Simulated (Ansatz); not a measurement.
Two shapes of singlet CH₃I.

Shape 1:

```xyz
5

C     0.0314   -0.0365   -1.8278
I     0.0177    0.0257    0.3662
H     0.0032   -1.0842   -2.1782
H    -0.8766    0.5444   -2.1158
H     0.9017    0.5638   -2.1775
```

Shape 2:

```xyz
5

C     0.0000    0.0000   -1.6691
I     0.0000    0.0000    0.3010
H     0.0000   -0.9586   -1.9796
H    -0.8302    0.4793   -1.9796
H     0.8302    0.4793   -1.9796
```

Basis set: def2-TZVP (spherical functions, with the set's core potentials past Kr). Left uncorrelated: 5 orbitals. Charge 0, multiplicity 1.

Computed with Ansatz (development build ahead of 0.2.0); each method stands on the lowest determinant of its kind that the runs found.

(1) Which shape is lower in energy, and by how much in each method?

## Answers

(1)

```json
{"method": "RHF", "E(2) − E(1) (eV)": "0.466"}
{"method": "RHF-MP2", "E(2) − E(1) (eV)": "0.486"}
```

Shape 1 is lower.
